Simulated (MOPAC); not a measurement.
A run for MOPAC: PM6 on H2NbO2 (SMILES [OH][Nb][OH]), 2S+1 = 2, a spin state set in the input, which need not be the lowest.

```
PM6 1SCF PRECISE CHARGE=0 UHF MS=0.5 THREADS=1
H2NbO2

Nb    -0.00714862 1    -0.01881940 1    -0.01197192 1
O      1.33832289 1     0.22287828 1    -1.31661932 1
H      2.01601144 1     0.36373736 1    -1.97542859 1
O     -1.35780921 1    -0.22608695 1     1.29323449 1
H     -2.04314764 1    -0.31206273 1     1.95357112 1
```

The log:

```
*******************************************************************************
 **                                                                           **
 **                              MOPAC v23.2.5                                **
 **                                                                           **
 *******************************************************************************
 ** MOPAC's Digital Object Identifier: https://doi.org/10.5281/zenodo.6511958 **
 **                                                                           **
 ** Please cite the open-source release paper for use of this MOPAC version:  **
 ** J. E. Moussa and J. J. P. Stewart (2026)                                  **
 ** MOPAC: An open-source semiempirical molecular orbital program             **
 ** J. Open Source Softw., 11(119), 8025, https://doi.org/10.21105/joss.08025 **
 *******************************************************************************

                              PM6 CALCULATION RESULTS

 *******************************************************************************
 *  PM6        - The PM6 Hamiltonian to be used
 *  UHF        - UNRESTRICTED HARTREE-FOCK CALCULATION
 *
 *
 *
 *                 CHARGE ON SYSTEM = 0
 *
 *
 *
 *  MS=        - IN MECI, MAGNETIC COMPONENT OF SPIN =  0.5
 *  PRECISE    - TIGHTER CRITERIA TO BE USED
 *  1SCF       - DO 1 SCF AND THEN STOP
 *  THREADS=1  - MULTI-THREADING NOT USED
 *  T=         - A TIME OF 172800.0 SECONDS REQUESTED
 *  DUMP=N     - RESTART FILE WRITTEN EVERY 7200.0 SECONDS REQUESTED
 *******************************************************************************
PM6 1SCF PRECISE CHARGE=0 UHF MS=0.5 THREADS=1
 H2NbO2

   ATOM   CHEMICAL          X               Y               Z
  NUMBER   SYMBOL      (ANGSTROMS)     (ANGSTROMS)     (ANGSTROMS)

     1      Nb         -0.00714862  *  -0.01881940  *  -0.01197192  *
     2       O          1.33832289  *   0.22287828  *  -1.31661932  *
     3       H          2.01601144  *   0.36373736  *  -1.97542859  *
     4       O         -1.35780921  *  -0.22608695  *   1.29323449  *
     5       H         -2.04314764  *  -0.31206273  *   1.95357112  *



          CARTESIAN COORDINATES

    NO.       ATOM           X           Y           Z

     1        Nb         -0.0071     -0.0188     -0.0120
     2         O          1.3383      0.2229     -1.3166
     3         H          2.0160      0.3637     -1.9754
     4         O         -1.3578     -0.2261      1.2932
     5         H         -2.0431     -0.3121      1.9536

 General Reference for PM6:
 "Optimization of Parameters for Semiempirical Methods V: Modification of NDDO Approximations
 and Application to 70 Elements", J. J. P. Stewart, J. Mol. Mod., 13, 1173-1213 (2007)
 URL: https://link.springer.com/article/10.1007/s00894-007-0233-4

           Empirical Formula: H2 O2 Nb  =     5 atoms



      MOLECULAR POINT GROUP   :   D2h


          UHF CALCULATION, NO. OF ALPHA ELECTRONS =   10
                           NO. OF BETA  ELECTRONS =    9

 -------------------------------------------------------------------------------
 PM6 1SCF PRECISE CHARGE=0 UHF MS=0.5 THREADS=1
 H2NbO2



     1SCF WAS SPECIFIED, SO BFGS WAS NOT USED
     SCF FIELD WAS ACHIEVED


                              PM6 CALCULATION
                                                       MOPAC v23.2.5 Linux




          FINAL HEAT OF FORMATION =        -22.12369 KCAL/MOL =     -92.56550 KJ/MOL


          COSMO AREA              =        139.46 SQUARE ANGSTROMS
          COSMO VOLUME            =        151.65 CUBIC ANGSTROMS

          IONIZATION POTENTIAL    =          7.048049 EV
          ALPHA SOMO LUMO (EV)    =         -7.351  0.786
          BETA  SOMO LUMO (EV)    =         -7.048  1.145
          NO. OF ALPHA ELECTRONS  =         10
          NO. OF BETA  ELECTRONS  =          9
          MOLECULAR WEIGHT        =        126.9210         POINT GROUP:  D2h

          MOLECULAR DIMENSIONS (Angstroms)

            Atom       Atom       Distance
            H     5    H     3     5.68951
           Nb     1    H     5     0.04513
            O     2    H     5     0.00023


          SCF CALCULATIONS        =          1





   ATOM   CHEMICAL          X               Y               Z
  NUMBER   SYMBOL      (ANGSTROMS)     (ANGSTROMS)     (ANGSTROMS)

     1      Nb         -0.00714862  *  -0.01881940  *  -0.01197192  *
     2       O          1.33832289  *   0.22287828  *  -1.31661932  *
     3       H          2.01601144  *   0.36373736  *  -1.97542859  *
     4       O         -1.35780921  *  -0.22608695  *   1.29323449  *
     5       H         -2.04314764  *  -0.31206273  *   1.95357112  *

                             CARTESIAN COORDINATES

   1   Nb       -0.007148620    -0.018819400    -0.011971920
   2    O        1.338322890     0.222878280    -1.316619320
   3    H        2.016011440     0.363737360    -1.975428590
   4    O       -1.357809210    -0.226086950     1.293234490
   5    H       -2.043147640    -0.312062730     1.953571120


           Empirical Formula: H2 O2 Nb  =     5 atoms



      MOLECULAR POINT GROUP   :   D2h


          ALPHA EIGENVALUES
 -28.18482 -27.91086 -19.69096 -16.42329 -13.27576 -13.22379 -11.86620 -11.79838
  -7.42353  -7.35070   0.78590   1.21493   1.65818   3.13495   3.21150   3.90575
   5.03064   5.56132   7.85160


           BETA EIGENVALUES
 -28.25892 -27.98863 -19.72250 -16.45570 -13.28162 -13.22870 -11.95849 -11.89228
  -7.04805   1.14544   1.19472   1.47791   1.97890   3.27470   3.50953   4.30156
   5.07145   5.55184   7.81869


              NET ATOMIC CHARGES AND DIPOLE CONTRIBUTIONS

  ATOM NO.   TYPE          CHARGE      No. of ELECS.   s-Pop       p-Pop       d-Pop
    1         Nb           0.407035        4.5930     0.70767     0.42250     3.46279
    2          O          -0.557627        6.5576     1.62410     4.93352
    3          H           0.354109        0.6459     0.64589
    4          O          -0.557624        6.5576     1.62410     4.93352
    5          H           0.354107        0.6459     0.64589
 DIPOLE           X         Y         Z       TOTAL
 POINT-CHG.    -0.008     0.060     0.002     0.060
 HYBRID        -0.001     0.009     0.000     0.009
 SUM           -0.009     0.069     0.002     0.069


          ATOMIC ORBITAL ELECTRON POPULATIONS

     Atom    s        px        py        pz      x^2-y^2     xz        z^2       yz        xy
    1 Nb   0.70767   0.16993   0.08788   0.16470   0.80271   0.79581   0.50862   0.68610   0.66955
    2  O   1.62410   1.57045   1.78040   1.58268
    3  H   0.64589
    4  O   1.62410   1.56629   1.78535   1.58188
    5  H   0.64589


                    (SZ)    =    0.500000
                    (S**2)  =    1.740815


          ATOMIC ORBITAL SPIN POPULATIONS

    Atom   Total    s     px     py     pz   x^2-y^2  xz     z^2    yz     xy
         Atomic
    1 Nb  1.0413  0.103  0.007 -0.003  0.007 -0.400  0.552 -0.127  0.521  0.381
    2  O -0.0230 -0.002 -0.012  0.005 -0.014
    3  H  0.0024  0.002
    4  O -0.0230 -0.002 -0.012  0.005 -0.014
    5  H  0.0024  0.002

 **********************
 *                    *
 * JOB ENDED NORMALLY *
 *                    *
 **********************




 == MOPAC DONE ==
```

The run finished. Its determinant has ⟨S²⟩ = 1.74, a mixture of spin states.

Cost: about 0.04 core-seconds (a rough figure).
